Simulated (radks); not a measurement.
Task: The table gives one normalised radial function P(r) = r R(r) of Er in [Xe] 4f12 6s2 (r in bohr). Calculated with a radial shooting solver on a logarithmic mesh with Libxc functionals: scalar-relativistic Kohn-Sham, B86b exchange with PBE correlation, spin-unpolarised, spherical densities, finite nucleus; Fermi nuclear charge, rms radius 5.2516 fm.

r              P
0.001416   0.1613
0.001661   0.1818
0.001949   0.2043
0.002306   0.2298
0.002706   0.2558
0.003176   0.2830
0.003727   0.3109
0.004373   0.3385
0.005173   0.3659
0.006071   0.3887
0.007124   0.4062
0.008361   0.4155
0.00989    0.4129
0.01161    0.3947
0.01362    0.3571
0.01598    0.2963
0.01876    0.2093
0.02219    0.0888
0.02604   -0.0517
0.03056   -0.2100
0.03586   -0.3732
0.04242   -0.5274
0.04978   -0.6303
0.05841   -0.6593
0.06855   -0.5866
0.08044   -0.3965
0.09516   -0.0783
0.1117     0.2954
0.131      0.6609
0.1538     0.9167
0.1819     0.9579
0.2135     0.7173
0.2505     0.2193
0.294     -0.4316
0.345     -1.0674
0.4081    -1.5306
0.4789    -1.6670
0.562     -1.5116
0.6595    -1.1673
0.7802    -0.7535
0.9156    -0.4226
1.074     -0.2006
1.261     -0.0793
1.48      -0.0256
1.75      -0.0061
2.054     -0.0012
2.41      -0.0002
2.829     0.0000
3.346     0.0000
3.927     0.0000
4.608     0.0000
5.407     0.0000
6.346     0.0000
7.507     0.0000
8.809     0.0000
10.34      0.0000
12.13      0.0000
14.35      0.0000
16.84      0.0000
19.76      0.0000

Which n and l does it have? It may be an empty orbital.

Result: n = 4, l = 0: the number of nodes gives n - l - 1 = 3, the rise at small r (about r^(l+1), flatter next to the nucleus through relativity) gives l, and the extent must fit the shell. The curve is that of 4s. 4s: eigenvalue -426.00 eV, 3 radial nodes at r = 0.0246, 0.0986, 0.265 bohr, <r> = 0.508 bohr, 90 % of the charge inside 0.730 bohr.
